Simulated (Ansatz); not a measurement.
`C=C[SiH](F)O[SiH3]` + CH₄ → `C=C[SiH](C)O[SiH3]` + H–F  (formal exchange of groups at the Si–F bond)

Program: Ansatz. Geometries: PBE0-D4/def2-TZVP. ΔE: electronic, gas phase. CCSD(T)/CBS adds triple-zeta CCSD(T) − MP2 to the extrapolated MP2 energy (def2 sets, frozen cores). This one scheme is used for every species. Functionals use def2-TZVPP. One conformer a species, not always the lowest.

`C=C[SiH](F)O[SiH3]`:

Cartesian coordinates in Å:
```
C 0.196 2.226 -0.752
C -0.956 1.718 -0.324
Si -1.110 -0.009 0.295
F -2.236 -0.771 -0.543
O 0.308 -0.767 0.092
Si 1.232 -2.091 0.369
H 1.106 1.632 -0.767
H 0.282 3.249 -1.108
H -1.839 2.355 -0.328
H -1.535 -0.096 1.712
H 0.910 -2.670 1.699
H 2.654 -1.671 0.339
H 0.987 -3.105 -0.685
```

CH₄:

```xyz
5

C     0.000    0.000    0.000
H     0.733    0.519    0.617
H    -0.038   -1.050    0.288
H     0.286    0.079   -1.048
H    -0.981    0.452    0.143
```

`C=C[SiH](C)O[SiH3]`:

Z-matrix (Å, degrees):
```
Si
C 1 1.857
O 1 1.642 2 108.9
C 1 1.858 2 111.5 3 120.2
H 1 1.492 2 109.0 3 -118.6
C 2 1.330 1 123.5 3 -3.1
H 2 1.090 1 118.6 3 177.0
Si 3 1.631 1 144.5 2 -86.8
H 4 1.093 1 110.6 2 58.7
H 4 1.092 1 110.9 2 178.6
H 4 1.093 1 110.6 2 -61.0
H 6 1.087 2 122.4 1 -179.8
H 6 1.087 2 121.6 1 0.1
H 8 1.488 3 110.7 1 -17.6
H 8 1.484 3 109.0 1 -138.0
H 8 1.487 3 109.8 1 102.6
```

H–F:

Cartesian coordinates in Å:
```
F -0.180 -0.416 0.081
H 0.180 0.416 -0.081
```

```json
{"level": "BLYP-D4", "ΔE (kcal/mol)": "38.0"}
{"level": "r2SCAN0-D4", "ΔE (kcal/mol)": "38.2"}
{"level": "B2PLYP", "ΔE (kcal/mol)": "39.8"}
{"level": "SCS-MP2/def2-TZVPP", "ΔE (kcal/mol)": "38.6"}
```

Task: What does CCSD(T)/CBS give? (An estimate is asked.)

Result: The calculation gave: +37.0 kcal/mol. The listed levels differ from it by 1.0, 1.2, 2.8, 1.6 kcal/mol.

Task: What do rigid-rotor, harmonic-oscillator terms from PBE0-D4/def2-TZVP frequencies (298.15 K, 1 bar) make of the CCSD(T)/CBS value? (Best estimate.)

Result: Computed: ΔZPE = -1.1 kcal/mol, ΔH = +36.2 kcal/mol, ΔS = 1 J/(mol·K), ΔG = +36.1 kcal/mol. Modes under 50 cm⁻¹ make the entropy rough.

Largest T1 diagnostic among the species: 0.012.

Leaving LDA and LC-ωPBE aside and taking each functional with its dispersion term where it has one, the values, not all of them listed here, spread over 5.9 kcal/mol, from revPBE-D4 to BHLYP-D4. LDA lies −1.4 kcal/mol from PBE without D4. At CCSD(T), def2-SVP lies +0.8 kcal/mol from the extrapolated value and def2-TZVPP +0.4 kcal/mol. In def2-TZVPP, CCSD(T) changes the Hartree–Fock value by −6.4 kcal/mol (the triples alone add −0.8 kcal/mol) and MP2 by −6.7 kcal/mol.
